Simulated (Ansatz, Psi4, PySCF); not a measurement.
cyanoethylene (C₃H₃N), singlet, geometry from GFN2-xTB. Base run: MP2/def2-SVP in PySCF.

Input for PySCF:
```python
from pyscf import gto, scf, mp

mol = gto.M(
    atom='''
C    -0.18079014   -1.61580414    0.00036893
C     0.56661727   -0.51823197   -0.00249564
C     0.00984574    0.77832356    0.00014554
H    -1.25731398   -1.56538366    0.00488629
H     0.26122400   -2.59764951   -0.00171648
H     1.64864793   -0.55402136   -0.00703253
N    -0.43237074    1.83590426    0.00224997
''',
    basis='def2-svp',
    verbose=4,
)

mf = scf.RHF(mol)
mf.kernel()

pt = mp.MP2(mf)
pt.kernel()
print('E(MP2) = %.10f' % pt.e_tot)
```

The same geometry, method and basis name were run in Ansatz (an electronic-structure program) and Psi4 and PySCF, at each program's defaults and at the settings that a row names. The base is PySCF at its defaults. Differences at the defaults can come from grids, fitting, cores and function types together.

| code and settings | ΔE vs base (mEh) | basis functions | E (Eh) | SCF cycles |
|---|---|---|---|---|
| PySCF, defaults (exact integrals, spherical functions, all electrons correlated) | 0.000 | 71 | -170.18606 | 12 |
| Psi4, defaults (density fitting with its default set, spherical functions, all electrons correlated) | ___ | 71 | ___ | 12 |
| Ansatz, defaults (factorised integrals, spherical functions, frozen core) | 11.460 | 71 | -170.17460 | - |
| PySCF, frozen core | 11.458 | 71 | -170.17460 | 12 |
| Psi4, exact integrals, spherical functions, frozen core | 11.458 | 71 | -170.17460 | 12 |
| Ansatz, high accuracy, frozen core | 11.458 | 71 | -170.17460 | - |

Fill in the missing entries.


- Psi4, defaults (density fitting with its default set, spherical functions, all electrons correlated), ΔE vs base (mEh): 0.293
- Psi4, defaults (density fitting with its default set, spherical functions, all electrons correlated), E (Eh): -170.18577
